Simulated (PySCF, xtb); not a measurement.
thiourea (CH4N2S), SMILES NC(N)=S. Other conformers were not sampled.

Harmonic wavenumbers (cm⁻¹) from GFN2-xTB (xtb 6.7.1) at its own minimum, in rising order: 312, 342, 357, 407, 457, 503, 529, 790, 968, 1020, 1330, 1371, 1477, 1496, 3451, 3453, 3529, 3533.

Question: What does B3LYP-D3(BJ)/def2-SVP in PySCF 2.14.0 give at its own minimum? (The exact figures need the calculation; the answer reports its results.)

Answer: 305, 363, 406, 458, 492, 585, 641, 778, 1049, 1064, 1411, 1439, 1599, 1614, 3554, 3562, 3696, 3697. Paired by order, the mean absolute difference is 79 cm⁻¹ and the zero-point energies are 36.2 and 38.2 kcal/mol.
